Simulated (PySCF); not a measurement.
YOCl, SMILES [O]=[Y][Cl]. Atoms are numbered in the order given.

```xyz
3

Y      0.3167    -0.5012     0.0000
O     -1.0421    -1.6765     0.0000
Cl    -0.2362     1.9388     0.0000
```
Charge 0, spin multiplicity 1.

Geometry: PBE0-D3(BJ)/def2-TZVP. The def2 effective core potentials stand for the cores of Y; spin–orbit coupling is left out.

Method: PBE/def2-TZVPD in PySCF.

Mulliken values depend strongly on the basis, most of all with diffuse functions as here. ESP charges are fitted to the potential on shells at 1.4 to 2.0 van der Waals radii. Atomic charges (e):

```
atom  Mulliken  ESP fit
----  --------  -------
Y1        1.27     1.38
O2       -0.74    -0.81
Cl3      -0.53    -0.57
```
